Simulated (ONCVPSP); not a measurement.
## Pseudopotential generation for fluorine: ONCV, LDA (Perdew-Wang 92), scalar-relativistic.

ONCVPSP 4.0.1 input, shortened (lines: element, Z, core and valence counts, functional; n l f; lmax; l rc ep ncon nbas qcut; lloc lpopt rc5 dvloc0; l nproj debl; icmod fcfact rcfact), LDA (Perdew-Wang 92), scalar-relativistic:

```
  F 9.00    0    3  -001012      upf
    1    0    2.00
    2    0    1.75
    2    1    5.25
    2
    0    0.40    0.00    4    8   35.40
    1    1.85    0.00    4    8    7.40
    2    1.70    0.22    4    9    5.00
    4    4    0.40   -1.00
    0    2    1.80
    1    2    2.50
    2    2    3.80
    0    0.00    0.00
```

Calculated quality:

```json
{"Cutoffs needed": "459 Ha and 521 Ha (the cutoffs (Ha) at which the residual kinetic energy of the hardest occupied pseudo-wave falls to 1 and 0.1 mHa per electron)", "Ghost test": "ghosts flagged at negative energy: d at -691.3 eV; no localised positive-energy state flagged; a true bound ghost makes a file unfit for plane-wave use", "Largest excitation error": "+8463 meV (all-electron minus pseudo) for 1s2 2s2 2p1, out of 4 test configurations"}
```

Generation and tests took about 4.5 s on one core of a shared server CPU.
